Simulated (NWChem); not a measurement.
System: Ge$_{3}$H$_{7}$, doublet; SMILES [GeH3][GeH][GeH3]

Results from NWChem. Pople sets run with spherical d functions. Spin-unrestricted. The geometry was optimised at PBE0/def2-SVP, spin-unrestricted. No frequency run checked for a minimum. No stability test was run on the SCF state.

For level PW6B95/6-31G*:

| Property | Value |
|---|---|
| highest occupied level (eV) | -5.87 |
| lowest empty minus highest occupied level, either spin (eV) | 2.95 |

Problem. How do the values read with level MPW1K/6-31G* instead?

Solution. 
| Property | Value |
|---|---|
| highest occupied level (eV) | -6.69 |
| lowest empty minus highest occupied level, either spin (eV) | 4.51 |
